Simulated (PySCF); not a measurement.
Ga(Me)(NH2)2 (CH₇GaN₂), SMILES [CH3][Ga]([NH2])[NH2].

Geometry optimised at TPSSh-D3(BJ)/def2-SVP. The structure was generated by enumeration; whether it is a known compound was not checked. Other conformers were not sampled.

Two levels are set side by side: PBE/def2-TZVP (PySCF) and M06-2X/def2-TZVP (PySCF). Same geometry, gas phase. Differences are taken from unrounded values.

```
quantity                     M06-2X
---------------------------  ------
orbital gap (eV)               9.03
highest occupied level (eV)   -8.02
lowest empty level (eV)        1.01
dipole moment (D)              0.18
mean polarisability (bohr³)    53.7
```

**Question.** What does PBE give, and how far is it from M06-2X? (The exact figures need the calculation; the answer reports its results.)

**Answer.** 
| quantity | PBE | PBE minus M06-2X |
|---|---|---|
| orbital gap (eV) | 4.72 | -4.31 |
| highest occupied level (eV) | -5.15 | 2.87 |
| lowest empty level (eV) | -0.43 | -1.44 |
| dipole moment (D) | 0.27 | 0.09 |
| mean polarisability (bohr³) | 57.8 | 4.1 |

Without exact exchange PBE keeps part of each electron's self-repulsion, which lifts occupied levels and narrows the gap. Loosely held outer electrons make PBE densities more polarisable. Differences between two approximate levels are no errors against the true value.

Rough cost on one machine, each run with all the roots and properties that it gave: M06-2X against PBE about 3 times.
